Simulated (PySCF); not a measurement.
## Radial density of Ti⁺ (titanium, charge +1)

UHF, [Ar] 3d2 4s1, high-spin 4F determinant. Computed with PySCF 2.14 in aug-cc-pVDZ-DK (7s6p4d2f, 59 functions), with scalar relativity by spin-free X2C-1e.

```tsv
r (bohr)	4πr²ρ (e/bohr)	4πr²(ρα − ρβ)
0.00124	0.1784	0.0001
0.00209	0.4562	0.0002
0.00351	1.142	0.0005
0.00591	2.757	0.0011
0.00994	6.253	0.0026
0.0167	12.70	0.0051
0.0281	21.30	0.0077
0.0473	26.18	0.0066
0.0795	21.79	0.0000
0.134	20.74	0.0125
0.225	28.11	0.0856
0.379	15.76	0.3333
0.637	8.275	1.0238
1.07	9.183	1.3074
1.80	2.360	0.8617
3.03	0.5362	0.5087
5.10	0.09327	0.0933
8.57	0.0007585	0.0008
```

Densities and radii are taken from the X2C orbitals without a picture-change correction, which distorts them close to the nucleus.
